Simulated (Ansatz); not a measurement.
One change: `[SiH3][O][Al]([SH])[Cl]` becomes `[SiH3][O][Al]([Cl])[Cl]`.

Ansatz, PBE0-D4/def2-TZVP geometries, multiplicity 1. Each molecule was computed in one conformer, which needn't be the lowest.

| property | `[SiH3][O][Al]([SH])[Cl]` |
| --- | --- |
| HOMO energy (B3LYP/def2-TZVPP) / eV | -7.79 |
| HOMO energy (PBE0/def2-TZVPP) / eV | -8.07 |
| LUMO energy (PBE/def2-TZVPP) / eV | -1.76 |
| LUMO energy (PBE0/def2-TZVPP) / eV | -0.91 |
| size of the dipole moment (ωB97M-V/def2-TZVPP) / D | 1.40 |
| HOMO energy (PBE/def2-TZVPP) / eV | -6.84 |

(1) What does the change do to each property? (Estimate.)

## Answers

(1) Ansatz gave: 
| property | `[SiH3][O][Al]([Cl])[Cl]` | shift |
| --- | --- | --- |
| HOMO energy (B3LYP/def2-TZVPP) / eV | -8.75 | -0.96 |
| HOMO energy (PBE0/def2-TZVPP) / eV | -8.99 | -0.92 |
| LUMO energy (PBE/def2-TZVPP) / eV | -1.97 | -0.21 |
| LUMO energy (PBE0/def2-TZVPP) / eV | -1.11 | -0.20 |
| size of the dipole moment (ωB97M-V/def2-TZVPP) / D | 0.88 | -0.52 |
| HOMO energy (PBE/def2-TZVPP) / eV | -7.55 | -0.71 |

With PBE0 the HOMO falls by 0.92 eV and the LUMO falls by 0.20 eV, so the gap widens by about 0.72 eV. PBE moves the HOMO by -0.71 eV and ωB97M-V by -1.02 eV. Dipoles are sizes alone; their direction can turn.

B3LYP here is the variant with VWN-RPA as its local correlation; programs differ in this.
